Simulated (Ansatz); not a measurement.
Computed with Ansatz on PBE0-D4/def2-TZVP structures; ΔE is electronic, products minus reactants. CCSD(T)/CBS adds triple-zeta CCSD(T) − MP2 to the extrapolated MP2 energy (def2 sets, frozen cores). Functionals use def2-TZVPP. B3LYP here is the variant with VWN-RPA as its local correlation; programs differ in this. def2 core potentials past Kr. For Cd outer-core shells are correlated without core-valence functions, which leaves a few kJ/mol of doubt a bond. One conformer a species, not always the lowest.

`C[CH2][Cd][F]` + `O[SiH2]S[SiH2]F` → `CO[SiH2]S[SiH2]F` + `[CH3][Cd][F]`  (substitution at a C–C bond)

Q: Is it downhill or uphill in electronic energy at CCSD(T)/CBS, and by how much? (Estimate.)

A: The calculation gave: Uphill: ΔE = +43.1 kJ/mol.

Q: What do these levels give: PBE-D4, PBE, B3LYP, HF/def2-TZVPP, MP2/def2-TZVPP, CCSD(T)/def2-TZVPP? (Estimate.)

A: Computed: PBE-D4 42.3, PBE 45.7, B3LYP 39.6, HF/def2-TZVPP 31.3, MP2/def2-TZVPP 46.5, CCSD(T)/def2-TZVPP 40.9 kJ/mol.

Largest T1 diagnostic among the species: 0.014.

The D4 term adds −5.1 kJ/mol with B3LYP and −3.2 kJ/mol with PBE0; it sums over pairs of atoms, weighted by their polarisabilities, and B3LYP, whose exchange is more repulsive, gets the larger term. In def2-TZVPP, CCSD(T) changes the Hartree–Fock value by +9.6 kJ/mol (the triples alone add +0.7 kJ/mol) and MP2 by +15.2 kJ/mol.
